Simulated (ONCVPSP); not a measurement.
# Configuration tests for K (Z = 19) (ONCV)

potassium, optimised norm-conserving Vanderbilt (ONCV), made with ONCVPSP 4.0.1 (PBE, fully relativistic). Core [Ne], reference 3s2 3p6 4s1. Waves: 3s+4s: rc 1.80 bohr, ncon 5, nbas 8, qcut 7.3 1/bohr, 3 projectors, debl 3.6 Ha; 3p: rc 1.45 bohr, ncon 5, nbas 8, qcut 6.4 1/bohr, 2 projectors, debl 1.4 Ha; d scattering state at 0.36 Ha: rc 1.40 bohr, ncon 4, nbas 8, qcut 7.5 1/bohr, 1 projector. Local part: polynomial inside 1.35 bohr (lpopt 5, dvloc0 4 Ha). Core correction: Teter function, parameters optimised by the program.

Open shells are filled in proportion to 2j + 1.

Energies are relative to the spin-unpolarised reference configuration 3s2 3p6 4s1; without spin polarisation the order of configurations can differ from experiment.

```tsv
valence configuration	charge	ΔE all-electron (eV)	error AE − PS (meV)
3s2 3p6 4s0.5	+0.5	1.641	-3.2
3s2 3p6 4s0 4p1	0	1.553	-9.5
3s1 3p6 4s1	+1	41.994	-83
```

(1) What are ΔE and the potential's error for 3s2 3p6 4s0?

Levels in the configuration 3s2 3p6 4s0.5:

```csv
level,all-electron (eV),pseudo (eV)
3s j=1/2,-38.160,-38.163
3p j=3/2,-21.531,-21.535
3p j=1/2,-21.798,-21.802
4s j=1/2,-4.283,-4.299
```

Answers

(1) ΔE = 4.314 eV all-electron; the error (AE − PS) is -18 meV.

These tests converged, but a pseudo level misses the all-electron one widely, so the file describes the atom poorly there or has found another state: 3s2 3p6 4s0 4p1: empty 4s by 3.2 eV.
